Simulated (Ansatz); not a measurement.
`CC[SiH2]PO` + SiH₄ → `OP[SiH2][SiH3]` + `CC`  (formal exchange of groups at the Si–C bond)

Computed with Ansatz on PBE0-D4/def2-TZVP structures; ΔE is electronic, products minus reactants. CCSD(T)/CBS is the MP2 limit (def2-TZVPP, def2-QZVPP) plus CCSD(T) − MP2 in def2-TZVPP, frozen cores. This one scheme is used for every species. Functionals use def2-TZVPP. B3LYP here is the variant with VWN-RPA as its local correlation; programs differ in this. Each species was taken in one conformer, which may not be the lowest.

`CC[SiH2]PO`:

Z-matrix (Å, degrees):
```
C
C 1 1.524
H 1 1.093 2 111.6
H 1 1.093 2 111.3 3 120.1
H 1 1.092 2 111.1 3 -120.1
Si 2 1.878 1 114.3 3 57.3
H 2 1.095 1 110.4 3 178.4
H 2 1.096 1 110.8 3 -64.2
P 6 2.262 2 112.8 1 57.8
H 6 1.492 2 111.7 1 -60.4
H 6 1.489 2 110.2 1 179.0
O 9 1.672 6 98.0 2 38.0
H 9 1.428 6 92.9 2 -61.9
H 12 0.960 9 109.1 6 147.4
```

SiH₄:

Cartesian coordinates in Å:
```
Si 0.000 0.000 0.000
H 1.333 -0.125 0.642
H -0.972 -0.876 0.702
H 0.096 -0.409 -1.424
H -0.457 1.410 0.080
```

`OP[SiH2][SiH3]`:

Cartesian coordinates in Å:
```
O 0.763 1.651 2.313
P -0.396 1.306 1.169
Si 0.774 -0.075 -0.187
Si -0.763 -1.158 -1.583
H 0.697 2.577 2.559
H -1.046 0.218 1.822
H 1.571 -1.072 0.581
H 1.705 0.746 -1.007
H -1.519 -0.163 -2.389
H -1.730 -1.944 -0.770
H -0.056 -2.085 -2.508
```

`CC`:

Z-matrix (Å, degrees):
```
C
C 1 1.519
H 1 1.093 2 111.4
H 1 1.093 2 111.4 3 120.0
H 1 1.093 2 111.4 3 -120.0
H 2 1.093 1 111.4 3 180.0
H 2 1.093 1 111.4 3 -60.0
H 2 1.093 1 111.4 3 60.0
```

| level | ΔE (kJ/mol) | difference from CCSD(T)/CBS |
| --- | --- | --- |
| PBE-D4 | -22.5 | -12.4 |
| r2SCAN-D4 | -16.5 | -6.4 |
| PBE0-D4 | -19.7 | -9.6 |
| B3LYP-D4 | -11.9 | -1.8 |
| ωB97X-V | -10.2 | -0.1 |
| ωB97M-V | -4.9 | 5.2 |
| B2PLYP | -11.5 | -1.4 |
| PBE | -25.9 | -15.8 |
| r2SCAN | -17.7 | -7.6 |
| PBE0 | -22.8 | -12.7 |
| B3LYP | -17.0 | -6.9 |
| HF/def2-TZVPP | -9.0 | 1.1 |
| MP2/def2-TZVPP | -3.1 | 7.0 |
| SCS-MP2/def2-TZVPP | -3.2 | 6.9 |
| CCSD/def2-TZVPP | -8.9 | 1.2 |
| CCSD(T)/def2-TZVPP | -8.9 | 1.2 |
| HF/def2-QZVPP | -8.9 | 1.2 |
| MP2/def2-QZVPP | -3.8 | 6.3 |
| SCS-MP2/def2-QZVPP | -4.1 | 6.0 |
| HF/CBS(def2) | -8.9 | 1.2 |
| MP2/CBS(def2) | -4.3 | 5.8 |
| CCSD/CBS(def2) | -10.1 | 0.0 |
| CCSD(T)/CBS | -10.1 | 0 |

Largest T1 diagnostic among the species: 0.014.

From PBE to PBE0 (25 % exact exchange), in def2-TZVPP and without D4, ΔE moves by +3.1 kJ/mol. The D4 term adds +5.1 kJ/mol with B3LYP and +3.0 kJ/mol with PBE0; it sums over pairs of atoms, weighted by their polarisabilities, and B3LYP, whose exchange is more repulsive, gets the larger term.
